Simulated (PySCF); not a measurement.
Species: C4H11GaO.
Geometry (PBE0-D3(BJ)/def2-SVP, Å), atoms numbered from 1 in this order:
```xyz
17
C4H11GaO angstrom
C      1.1759    1.2423   -2.2875
C      0.6610    0.1816   -1.6660
C      0.1759    0.1998   -0.2529
O     -1.1674   -0.2641   -0.1226
C     -2.1470    0.5577   -0.7303
Ga    -1.5156   -2.3620   -0.0124
H      1.2527    2.2150   -1.7897
H      1.5532    1.1780   -3.3112
H      0.5905   -0.7846   -2.1800
H      0.2425    1.2132    0.1807
H      0.7677   -0.4851    0.3733
H     -3.1244    0.1269   -0.4813
H     -2.0198    0.5895   -1.8241
H     -2.0796    1.5803   -0.3243
H     -1.2769   -2.7255   -1.5357
H     -3.0054   -2.2757    0.5026
H     -0.3472   -2.6696    1.0062
```

Computed, not measured: PBE0-D3(BJ)/def2-SVP geometry optimisation, gas phase (PySCF).

Take the most abundant isotopes and a rigid rotor. The values belong to one conformer with, in the numbering `[CH2:1]=[CH:2][CH2:3][O+:4]([CH3:5])[GaH3-:6]`, C1–C2–C3–O4 126°, C2–C3–O4–C5 -66°.

Problem. What are A, B and C (MHz)?

Solution. Ia = 115.22, Ib = 476.55, Ic = 535.04 u·Å²; 505379 MHz·u·Å²/I gives A = 4386, B = 1060, C = 944.6 MHz.

Problem. Classify the top.

Solution. A near-prolate asymmetric top. Ray's parameter κ = (2B − A − C)/(A − C) = -0.933; −1 is the prolate and +1 the oblate limit.

Problem. What does the inertial defect say?

Solution. Not planar: Δ = Ic − Ia − Ib = -56.73 u·Å². For a rigid frame Δ = −2 Σ m c², so Σ m c² = 28.36 u·Å² lies off the ab plane: 12.61 from hydrogen and 15.75 from heavier atoms. The atom farthest from that plane is 1.54 Å away.

Problem. Give the other two planar moments, Paa and Pbb, and the rms extents of the mass along the axes.

Solution. Paa = Σ m a² = (Ib + Ic − Ia)/2 = 448.19 and Pbb = Σ m b² = (Ia + Ic − Ib)/2 = 86.85 u·Å². With the mass M = 144.01 u, the rms extents √(P/M) along a, b and c are 1.76, 0.78, 0.44 Å.

Problem. Which lines would a microwave search look for?

Solution. The dipole components are |μa| = 4.24 D, |μb| = 1.58 D, |μc| = 0.18 D. The squared components, which scale the intensities, stand as 1.00 : 0.14 : 0.00 (a : b : c). Some lines, for components of 0.1 D or more:

| type | branch | J(Ka,Kc) | MHz | lower level (cm⁻¹) |
| --- | --- | --- | --- | --- |
| a | Q | 5(1,4) ← 5(1,5) | 1738 | 1.086 |
| b | Q | 3(1,2) ← 3(0,3) | 3745 | 0.401 |
| b | R | 1(1,1) ← 0(0,0) | 5331 | 0.000 |
| a | R | 3(0,3) ← 2(0,2) | 6003 | 0.201 |
| c | Q | 3(2,2) ← 3(1,2) | 9805 | 0.526 |
| a | R | 5(2,3) ← 4(2,2) | 10078 | 1.122 |
| b | Q | 5(3,2) ← 5(2,3) | 16843 | 1.458 |
| b | R | 4(2,3) ← 3(1,2) | 17823 | 0.526 |
| c | Q | 5(5,1) ← 5(4,1) | 30448 | 2.809 |
| b | Q | 5(5,1) ← 5(4,2) | 30448 | 2.809 |

Problem. Estimate the classical rotational partition function at 100 K, 200 K and 500 K.

Solution. Point group C1, symmetry number σ = 1; q = (√π/σ)·√((kT/h)³/(ABC)), k/h = 20836.6 MHz/K: 80400 at 100 K, 227000 at 200 K, 899000 at 500 K.

PBE0-D3(BJ)/def2-SVP frequencies: not computed here. Zero-point vibration and centrifugal distortion are left out. A rigid rotor knows nothing of internal rotation, which can split or shift real lines. Quadrupole hyperfine structure (69Ga) is left out.
